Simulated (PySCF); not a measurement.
AlH2Cl, SMILES [Cl][AlH2]. Geometry: B3LYP-D3(BJ)/def2-TZVP.

TDA-LC-ωPBE/def2-TZVPD in PySCF puts the lowest singlet excitations at 5.86, 7.45, 7.55, 7.67, 7.83, 8.65 eV and the lowest triplet (TDA) at 5.27 eV.

Question: What are the lowest singlet roots from PySCF 2.14.0 with EOM-CCSD/aug-cc-pVDZ? (The exact figures need the calculation; the answer reports its results.)

Answer: 5.73, 7.36, 7.39, 7.45, 7.59, 8.38 eV; triplets 5.45, 6.81, 7.07 eV. S1 differs by -0.13 eV (second minus first; roots are paired by order, and the bases may differ).
